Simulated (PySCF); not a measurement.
RuF and its ions

B2PLYP; PySCF, scalar-relativistic core potentials, basis sets Ru def2-TZVPPD with ECP28, F def2-TZVPPD. Neutral (UKS): quartet (σ ↑, π ↑, δ ↑), Re = 1.916 Å, ωe = 546 cm⁻¹, De = 4.14 eV, HOMO -7.01 eV, LUMO -1.74 eV.

RuF⁺ (UKS): quintet (σ ↑, π ↑↑, δ ↑), Re = 1.822 Å, ωe = 705 cm⁻¹, De = 3.55 eV to Ru⁺ (4d7) + F. The energies at the minima are -194.58189 hartree for RuF and -194.28919 for RuF⁺.

Question: Work out the adiabatic ionisation energy, without and with harmonic zero-point energies (1 hartree = 27.2114 eV, 1 eV = 8065.5 cm⁻¹), and the change of the bond length.

Answer: At B2PLYP: 0.29270 hartree = 7.965 eV between the minima; the zero-point term (705.0 − 546.0)/2 cm⁻¹ = +0.010 eV makes it 7.975 eV. Re changes by -9.4 pm against the neutral. The electron leaves a π orbital; in so polar a molecule the change of length follows mostly from the change of the ionic charges.

Correlated steps freeze 1 core orbital. The metal atom is held in its measured ground configuration; semilocal functionals can put another filling of s and d lower by some tenths of an eV, and De to that atom would be smaller. These are scalar-relativistic numbers at best; spin–orbit coupling would shift them, the dissociation energy most. For an ion De counts to the pair picked by the measured ionisation energies or electron affinities, which need not be the lowest pair at this level. B2PLYP dipoles, levels and charges come from its SCF part alone. The state is the lowest single determinant that the PBE0 search found; with open d or f shells the true ground state can be another one.
